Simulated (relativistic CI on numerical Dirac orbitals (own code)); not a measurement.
## d3 in a ligand field

Computed with a parametric ligand-field model of a d^n configuration (Racah B and C, spin-orbit zeta, crystal field), exact diagonalisation.

Field parameters in Wybourne normalisation: Oh B⁴₀ = 21Dq, B⁴₄ = √(5/14) B⁴₀. The field is a parameter set, without covalency.

Q: Lowest levels for B = 540, C = 2010, ζ = 1250 cm⁻¹, Oh, 10Dq = 22200 cm⁻¹?

A: Γ8 0 (S 1.49), Γ8 10041 (S 0.53), Γ8 10381 (S 0.51), Γ6 10830 (S 0.51), Γ8 16498 (S 0.55), Γ7 16592 (S 0.54), Γ7 21905 (S 1.49), Γ8 22244 (S 1.48), Γ8 22624 (S 1.48) cm⁻¹, with S from ⟨S²⟩ = S(S + 1). The ground level has 0.01 electrons in the cubic e pair.

Q: Lowest levels for B = 960, C = 3660, ζ = 260 cm⁻¹, Oh, 10Dq = 35650 cm⁻¹?

A: Γ8 0 (S 1.50), Γ8 18320 (S 0.50), Γ8 19086 (S 0.50), Γ6 19143 (S 0.50), Γ8 28788 (S 0.50), Γ7 28912 (S 0.50), Γ7 35548 (S 1.50), Γ8 35615 (S 1.50), Γ8 35720 (S 1.50) cm⁻¹, with S from ⟨S²⟩ = S(S + 1). The ground level has 0.00 electrons in the cubic e pair.

Q: Lowest levels for B = 1000, C = 4240, ζ = 600 cm⁻¹, Oh, 10Dq = 11650 cm⁻¹?

A: Γ8 0 (S 1.50), Γ7 11449 (S 1.50), Γ8 11576 (S 1.50), Γ8 11734 (S 1.49), Γ6 11838 (S 1.50), Γ7 18535 (S 1.50), Γ8 18589 (S 1.47), Γ8 18874 (S 1.38), Γ6 19288 (S 1.45) cm⁻¹, with S from ⟨S²⟩ = S(S + 1). The ground level has 0.01 electrons in the cubic e pair.

Q: Lowest levels for B = 920, C = 3650, ζ = 520 cm⁻¹, Oh, 10Dq = 6850 cm⁻¹?

A: Γ8 0 (S 1.50), Γ7 6693 (S 1.50), Γ8 6810 (S 1.50), Γ8 6940 (S 1.50), Γ6 7037 (S 1.50), Γ7 11332 (S 1.50), Γ8 11415 (S 1.50), Γ8 11920 (S 1.49), Γ6 12226 (S 1.49) cm⁻¹, with S from ⟨S²⟩ = S(S + 1). The ground level has 0.01 electrons in the cubic e pair.

Q: Lowest levels for B = 690, C = 3070, ζ = 2650 cm⁻¹, Oh, 10Dq = 19800 cm⁻¹?

A: Γ8 0 (S 1.48), Γ8 12950 (S 0.74), Γ8 14259 (S 0.57), Γ6 15236 (S 0.62), Γ7 19077 (S 1.43), Γ8 19703 (S 1.39), Γ8 21321 (S 1.37), Γ6 21759 (S 1.44), Γ7 22828 (S 0.89) cm⁻¹, with S from ⟨S²⟩ = S(S + 1). The ground level has 0.04 electrons in the cubic e pair.
